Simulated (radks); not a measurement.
The numbers below are computed, except where a source is named.
Spherical quantum dot in the effective-mass picture: electrons in a parabolic well V = omega^2 r^2 / 2 with omega = 0.169, all in effective atomic units (hartree* = m*/eps^2 hartree, bohr* = eps/m* bohr), one dielectric constant everywhere. Level of theory: non-relativistic Kohn-Sham, exchange-only LDA, spin-polarised, spherical densities (a radial shooting solver with Libxc functionals). Levels are named by radial order and angular momentum (1s, 1p, 1d, 2s, ...), and open shells are averaged over m.

N = 20, configuration 1s2 1p6 1d10 2s2. This is the lowest configuration that the search found. Occupied and some empty levels:

level,occupation,eigenvalue (hartree*),<r> (bohr*)
1s,2,3.2243,5.767
1p,6,3.2630,6.614
1d,10,3.3152,7.207
2s,2,3.3521,5.601
1f,0,3.3784,7.679
2p,0,3.4278,6.402
1g,0,3.4510,8.082

Energy (hartree*): total 40.0715, kinetic 1.9649, external 14.012, Hartree 26.670, exchange-correlation -2.5757. Static polarisability (adiabatic kernel): 700.3 bohr*^3, against N/omega^2 = 700.3 from the generalised Kohn theorem.

Electron density:

r (bohr*),n(r) (e/bohr*^3)
0.984,0.009452
2.04,0.008110
3.10,0.006922
4.15,0.006720
5.21,0.007352
6.26,0.007617
7.32,0.006330
8.38,0.003764
9.43,0.001480
10.5,0.0003665
11.5,0.00005740
12.6,5.537e-06
13.7,3.336e-07
